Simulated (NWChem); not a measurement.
Si$_{2}$HCl$_{4}$, doublet; SMILES Cl[SiH][Si](Cl)(Cl)Cl

```xyz
7

Cl    -0.1165    -2.9945     0.0181
Si     1.1903    -1.3915    -0.0367
Si     0.0002     0.6130    -0.0047
Cl    -1.2008     0.8341     1.6494
Cl    -1.1767     0.7567    -1.6795
Cl     1.3876     2.1327    -0.0194
H      2.1400    -1.4940     1.1141
```
Atoms are numbered in this order, from 1.

Computed with NWChem. Spin-unrestricted. Medium grid unless said otherwise, to which SCAN and Minnesota functionals are sensitive. Structure relaxed at the PBE0/def2-SVP, spin-unrestricted level. No stability test was run on the SCF state. Total energies of different functionals are on different scales.

| level | energy (Ha) | highest occupied level (eV) | lowest empty minus highest occupied level, either spin (eV) | dipole (D) | <S²> |
|---|---|---|---|---|---|
| B3LYP/def2-SVP | -2419.8672 | -6.42 | 2.72 | 1.15 | 0.752 |
| PBE/def2-SVP | -2418.7338 | -5.59 | 1.38 | 1.02 | 0.752 |
| CAM-B3LYP/def2-SVP | -2419.8355 | -7.90 | 5.45 | 1.24 | 0.753 |
| PBE0/def2-SVP | -2418.9432 | -6.80 | 3.34 | 1.25 | 0.753 |
| MPW1K/def2-SVP | -2419.8975 | -7.70 | 4.80 | 1.40 | 0.754 |
| HCTH/407/def2-SVP | -2420.0858 | -5.86 | 1.53 | 1.17 | 0.754 |
| MN15/def2-SVP | -2419.0029 | -7.01 | 3.99 | 1.27 | 0.753 |
| UHF/def2-SVP | -2415.8542 | -9.62 | 9.83 | 1.57 | 0.756 |
| M06-L/def2-SVP | -2419.8013 | (withheld) | 1.52 | 1.27 | 0.753 |
| LRC-wPBEh/def2-SVP | -2418.9651 | -8.63 | 6.84 | 1.31 | 0.753 |
| BP86/def2-SVP | -2420.0067 | -5.68 | 1.34 | 1.04 | 0.752 |

Question: Complete the blanks.

Answer: 
- M06-L/def2-SVP, highest occupied level (eV): -5.90
